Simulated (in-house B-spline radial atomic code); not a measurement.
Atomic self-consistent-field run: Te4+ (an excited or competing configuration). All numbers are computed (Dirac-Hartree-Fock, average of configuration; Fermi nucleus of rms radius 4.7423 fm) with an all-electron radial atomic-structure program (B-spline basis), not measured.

Command:
```bash
python run_scf.py task.json out
```
Settings (nuclear radius in fm, mass in u):
```
Z                52
configuration    [Kr] 4d10 5s1 8p1
hamiltonian      dirac
method           hf
spin_polarised   False
nucleus          fermi
rms_radius       4.7423
atomic_mass      129.90622
speed_of_light   137.035999084
```

Output (hartree, bohr):
```
 radial grid: 81 intervals, B-splines of order 8, outer radius 60 bohr

 iter        energy (Eh)    residual
    1       -6771.947254    6.82e-01
    2       -6784.651814    5.10e-01
    3       -6788.412745    1.38e-01
    4       -6788.724505    3.98e-02
    5       -6788.747038    1.75e-02
    6       -6788.752217    1.19e-03
    7       -6788.752231    9.40e-05
    8       -6788.752232    1.70e-05
    9       -6788.752232    8.76e-07
   10       -6788.752232    3.12e-08

 total energy                     -6788.75223
 kinetic                            7179.7461
 electron-nucleus                 -16399.8032
 electron-electron                  2431.3049

 first-order corrections (not in the total)
   Gaunt                             5.6441
   retardation                      -0.5798
   frequency dependence             -0.0528
   self-energy                       3.8370
   Uehling                          -0.5158
   Wichmann-Kroll                    0.0114
   recoil                            0.0194

 orbital      occ     eigenvalue          <r>       <r^2>       <1/r>     <1/r^3>       <r^4>       r_max    small
 1s1/2      2.000     -1177.9696    0.0278052  0.00104765     55.5741           - 2.87406e-06     0.01794  3.66e-02
 2s1/2      2.000      -185.8809     0.119262   0.0168376     12.9651           - 0.000490635      0.1014  7.83e-03
 2p1/2      2.000      -173.7840     0.100916   0.0125285     12.9085           - 0.000317132     0.07804  7.82e-03
 2p3/2      4.000      -163.6549     0.106451   0.0138125     11.9518     4892.99 0.000377439      0.0827  7.44e-03
 3s1/2      2.000       -40.1293       0.3202    0.117307     4.62664           -   0.0209661      0.2919  2.32e-03
 3p1/2      2.000       -35.1143     0.311167    0.112497     4.52602           -   0.0202182      0.2789  2.25e-03
 3p3/2      4.000       -33.1737     0.322233    0.120447     4.29425     940.158   0.0230971      0.2892  2.15e-03
 3d3/2      4.000       -24.4372     0.293637    0.102058     4.13365     148.624   0.0190273      0.2361  2.02e-03
 3d5/2      6.000       -24.0372     0.297177    0.104391     4.07352     138.045   0.0198382      0.2391  1.99e-03
 4s1/2      2.000        -9.0892     0.766281    0.662461     1.81415           -    0.645158      0.7016  6.22e-04
 4p1/2      2.000        -7.2843      0.80301    0.733372     1.70376           -    0.815402       0.723  5.64e-04
 4p3/2      4.000        -6.9114     0.828756    0.780882     1.63493     170.783    0.923847      0.7459  5.37e-04
 4d3/2      4.000        -3.9577     0.944064     1.03551     1.39247      20.607     1.77885      0.8037  4.08e-04
 4d5/2      6.000        -3.8992     0.955233     1.05991     1.37329     18.9463     1.86286      0.8127  3.99e-04
 5s1/2      1.000        -2.4189      1.84993     3.81105    0.702846           -     20.5552       1.699  1.30e-04
 8p1/2      0.333        -0.3703      9.99692     111.409    0.137309           -     16206.6       10.82  1.36e-05
 8p3/2      0.667        -0.3661      10.1142     114.027    0.135434     1.98166       16969       10.95  1.33e-05

 Slater integrals (Eh)
   F0(5s1/2,5s1/2)               0.485761
   F0(5s1/2,8p1/2)               0.125323
   G1(5s1/2,8p1/2)               0.005863
   F0(5s1/2,8p3/2)               0.123982
   G1(5s1/2,8p3/2)               0.006195
   F0(8p1/2,8p1/2)               0.089313
   F0(8p1/2,8p3/2)               0.088787
   G2(8p1/2,8p3/2)               0.046979
   F0(8p3/2,8p3/2)               0.088276
   F2(8p3/2,8p3/2)               0.046861
```

Cost of the run: 1.4 s on 1 thread of Arm Neoverse V2, on a shared host.

For the Dirac Hamiltonian the kinetic term is c α·p + (β - 1)c².
